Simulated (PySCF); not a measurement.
Isomers of C5H8O2S, one GFN2-xTB conformer each. Single-point energies are computed at PBE0/pcSseg-1 (PySCF, gas phase, no added dispersion term), electronic only.

```json
{"SMILES": "COC1=CCC[S@@]1=O", "GFN2-xTB relative energy (kcal/mol)": "0.9"}
{"SMILES": "C=C=CCS(C)(=O)=O", "GFN2-xTB relative energy (kcal/mol)": "34.8"}
{"SMILES": "O=S1(=O)C=CCCC1", "GFN2-xTB relative energy (kcal/mol)": "0.0"}
```

Conformers: `[CH3:1][O:2][C:3]1=[CH:4][CH2:5][CH2:6][S@@:7]1=[O:8]` with C1–O2–C3–C4 172°, C3–C4–C5–C6 17°, C4–C5–C6–S7 -25°, C5–C6–S7–O8 130°, O2–C3–S7–C6 171°; `[CH2:1]=[C:2]=[CH:3][CH2:4][S:5]([CH3:6])(=[O:7])=[O:8]` with C2–C3–C4–S5 111°, C3–C4–S5–C6 -62°; `[O:1]=[S:2]1(=[O:3])[CH:4]=[CH:5][CH2:6][CH2:7][CH2:8]1` with O1–S2–C4–C5 -132°, C4–C5–C6–C7 -15°, C5–C6–C7–C8 55°, C6–C7–C8–S2 -72°.

Q: What does PBE0/pcSseg-1 give for the same structures?

A: 
```csv
SMILES,PBE0/pcSseg-1 E (Eh),PBE0/pcSseg-1 (kcal/mol),GFN2-xTB (kcal/mol),point group
O=S1(=O)C=CCCC1,-743.31590,0.0,0.0,C1
COC1=CCC[S@@]1=O,-743.30606,6.2,0.9,C1
C=C=CCS(C)(=O)=O,-743.26918,29.3,34.8,C1
```

Both levels put the same isomer lowest; measured from each level's own lowest isomer, the values differ by up to 5.5 kcal/mol (C=C=CCS(C)(=O)=O: 34.8 against 29.3). As drawn, the highest has cumulated double bonds, which the lowest lacks.

Q: Which frontier levels, dipoles and rotational constants go with these structures?

A: 
```
          SMILES  HOMO (eV, PBE0/pcSseg-1)  LUMO (eV)  dipole (D)       A, B, C (MHz)
 O=S1(=O)C=CCCC1                     -8.01      -0.76        5.58    3087, 1630, 1390
COC1=CCC[S@@]1=O                     -6.51      -0.19        2.57    2706, 1715, 1131
C=C=CCS(C)(=O)=O                     -7.70      -0.41        4.89  3667, 998.5, 952.8
```
